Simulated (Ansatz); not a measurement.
Gas-phase electronic energies from Ansatz, PBE0-D4/def2-TZVP geometries. CBS: MP2 limit from def2 TZ/QZ plus the TZ coupled-cluster correction, frozen cores. This one scheme is used for every species, atoms too. DFT in def2-TZVPP. B3LYP here is the variant with VWN-RPA as its local correlation; programs differ in this. No spin–orbit coupling; open shells (•) take unrestricted orbitals. Spin–orbit coupling would lower the free atoms: a little for B, F, O, Si. Each species was taken in one conformer, which may not be the lowest.

Reaction (atomization): `OB[SiH2][SiH2]F` → B• + F• + 6 H• + O• + 2 Si•

CCSD(T)/CBS gives +3807.4 kJ/mol.

Q: Another level gave +3761.7 kJ/mol. Which?
A. PBE/def2-TZVPP
B. B3LYP/def2-TZVPP
C. MP2/def2-TZVPP
D. HF/def2-TZVPP

A: B. B3LYP 3761.7, MP2/def2-TZVPP 3753.9, PBE 3801.3, HF/def2-TZVPP 2859.1 kJ/mol.

Largest T1 diagnostic among the species: 0.014.

The D4 term adds +37.3 kJ/mol with B3LYP and +19.6 kJ/mol with PBE0; it sums over pairs of atoms, weighted by their polarisabilities, and B3LYP, whose exchange is more repulsive, gets the larger term. From PBE to PBE0 (25 % exact exchange), in def2-TZVPP and without D4, ΔE moves by −50.6 kJ/mol: exact exchange takes away binding that semilocal exchange gives to molecules. In def2-TZVPP, CCSD(T) changes the Hartree–Fock value by +846.6 kJ/mol (the triples alone add +46.7 kJ/mol) and MP2 by +894.8 kJ/mol; breaking electron pairs costs correlation energy, which Hartree–Fock lacks.

For atomizations the MP2-based limit and the directly extrapolated one differ by several kJ/mol either way, and by 10 to 25 for some Ge, Se and Sn compounds, so smaller differences from it don't rank the levels.
